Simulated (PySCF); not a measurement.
CuF, multiplicity 1. Atoms are numbered in the order given.

```xyz
2

Cu     0.0000     0.0000    -0.4179
F      0.0000     0.0000     1.3466
```

Geometry: PBE0-D3(BJ)/def2-TZVPD. The spin state was assumed, not searched.

Level of theory: CAM-B3LYP/def2-TZVPD (PySCF).

Mulliken values depend strongly on the basis, most of all with diffuse functions as here. ESP charges are fitted to the potential on shells at 1.4 to 2.0 van der Waals radii. Atomic charges (e):

```tsv
atom	Mulliken	ESP fit	IAO
Cu1	0.77	___	0.75
F2	-0.77	___	-0.75
```

### Question
Complete the blanks. (Estimate from the structure and the level; the computed values follow.)

### Answer

- Cu1, ESP fit: 0.64
- F2, ESP fit: -0.64
